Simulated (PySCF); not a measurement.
Working out the ionisation energy of Kr

Kr [Kr] (1S) → Kr⁺ [Ar] 3d10 4s2 4p5 (2P). Calculation: PySCF 2.14, in aug-cc-pVTZ-DK (7s6p4d2f, 59 functions); scalar relativity by spin-free X2C-1e. Frozen: [Ar] 3d10. Energies in hartree (1 hartree = 27.21139 eV):

```csv
part,Kr (lower),Kr⁺ (upper)
UHF,-2788.173146,-2787.693795
CCSD correlation,-0.190422,-0.159023
(T),-0.006015,-0.004216
```

**Question.** What does Hartree-Fock give?

**Answer.** (-2787.693795) − (-2788.173146) = 0.479351 hartree = 13.044 eV.

**Question.** What do CCSD and CCSD(T) give?

**Answer.** The CCSD correlation energies differ by 0.031399 hartree = 0.854 eV and the triples by 0.001799 hartree = 0.049 eV, so CCSD gives 13.898 eV and CCSD(T) 13.947 eV.

Measured between the centres of the two terms (NIST): 14.222 eV, so CCSD(T) (valence) is off by -0.275 eV.

What remains against the reference includes basis incompleteness, the frozen core and higher excitations.
